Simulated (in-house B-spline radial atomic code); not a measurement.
A run on Tb that did not converge. Method: scalar-relativistic (X2C) revTPSS, spin-polarised, spherical fractional occupations, Fermi nucleus of rms radius 5.06 fm; computed with a B-spline radial code for spherical atoms.

Command:
```bash
python run_scf.py task.json out
```
Settings (nuclear radius in fm, mass in u):
```
Z                65
configuration    [Kr] 4d9.5 4f9 5s2 5p6 5f0.5 6s2
hamiltonian      x2c
method           revtpss,revtpss
spin_polarised   True
nucleus          fermi
rms_radius       5.06
atomic_mass      158.92535
speed_of_light   137.035999084
```

First and last ten iterations of the last attempt (damped for 15 steps, keeping 80 % of the old Fock matrix, then DIIS):
```
 iter        energy (Eh)    residual
    1      -11704.074299    1.05e-01
    2      -11704.078034    3.02e-03
    3      -11704.078286    1.86e-03
    4      -11704.078349    1.27e-03
    5      -11704.078384    9.09e-04
    6      -11704.078417    6.91e-04
    7      -11704.078449    5.30e-04
    8      -11704.078481    4.08e-04
    9      -11704.078513    3.15e-04
   10      -11704.078545    2.43e-04
  111      -11704.079800    2.21e-04
  112      -11704.079707    2.75e-04
  113      -11704.079898    1.54e-04
  114      -11704.079929    1.05e-04
  115      -11704.079973    5.87e-05
  116      -11704.079980    5.69e-05
  117      -11704.079866    1.11e-04
  118      -11704.079860    1.20e-04
  119      -11704.079917    7.78e-05
  120      -11704.079887    8.90e-05
 not converged after 120 iterations
```

The smallest residual met was 4.7e-05; the threshold is about 6e-07. No energy from this run should be used. Cost of the run: 13 s on 1 thread of Arm Neoverse V1, on a shared host.
